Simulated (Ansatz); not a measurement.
Computed with Ansatz on PBE0-D4/def2-TZVP structures; ΔE is electronic, products minus reactants. CCSD(T)/CBS adds triple-zeta CCSD(T) − MP2 to the extrapolated MP2 energy (def2 sets, frozen cores). This one scheme is used for every species. DFT in def2-TZVPP. B3LYP here is the variant with VWN-RPA as its local correlation; programs differ in this. HSE06 is defined as in plane-wave codes. No spin–orbit coupling; open shells (•) take unrestricted orbitals.

Reaction (homolysis of the B–Si bond): `B[SiH](F)Cl` → `[BH2]`• + `F[SiH]Cl`•

```tsv
level	ΔE (kcal/mol)	difference from CCSD(T)/CBS
LDA (SPW92)	99.6	7.0
PBE-D4	88.7	-3.9
revPBE-D4	86.2	-6.4
BLYP-D4	86.5	-6.1
r2SCAN-D4	85.6	-7.0
B97M-V	92.5	-0.1
PBE0-D4	89.1	-3.5
B3LYP-D4	88.3	-4.3
r2SCANh-D4	85.6	-7.0
r2SCAN0-D4	85.7	-6.9
HSE06-D4	89.1	-3.5
BHLYP-D4	88.8	-3.8
CAM-B3LYP-D4	89.4	-3.2
ωB97X-V	93.4	0.8
ωB97M-V	93.4	0.8
B2PLYP	88.2	-4.4
PBE-QIDH	90.0	-2.6
PBE	87.3	-5.3
revPBE	82.9	-9.7
BLYP	83.7	-8.9
B3LYP	86.2	-6.4
r2SCANh	85.2	-7.4
r2SCAN0	85.3	-7.3
HSE06	88.0	-4.6
LC-ωPBE	88.0	-4.6
RPA@PBE/def2-TZVPP	85.8	-6.8
HF/def2-SVP	70.7	-21.9
MP2/def2-SVP	88.3	-4.3
CCSD/def2-SVP	88.1	-4.5
CCSD(T)/def2-SVP	89.0	-3.6
HF/def2-TZVPP	68.2	-24.4
MP2/def2-TZVPP	89.9	-2.7
SCS-MP2/def2-TZVPP	90.6	-2.0
CCSD/def2-TZVPP	89.0	-3.6
CCSD(T)/def2-TZVPP	90.4	-2.2
HF/def2-QZVPP	67.9	-24.7
MP2/def2-QZVPP	91.1	-1.5
HF/CBS(def2)	67.8	-24.8
MP2/CBS(def2)	92.1	-0.5
CCSD/CBS(def2)	91.3	-1.3
CCSD(T)/CBS	92.6	0
```

Largest T1 diagnostic among the species: 0.013.

In def2-TZVPP, CCSD(T) changes the Hartree–Fock value by +22.2 kcal/mol (the triples alone add +1.3 kcal/mol) and MP2 by +21.7 kcal/mol; breaking electron pairs costs correlation energy, which Hartree–Fock lacks. The D4 term adds +2.1 kcal/mol with B3LYP and +1.1 kcal/mol with PBE0; it sums over pairs of atoms, weighted by their polarisabilities, and B3LYP, whose exchange is more repulsive, gets the larger term.
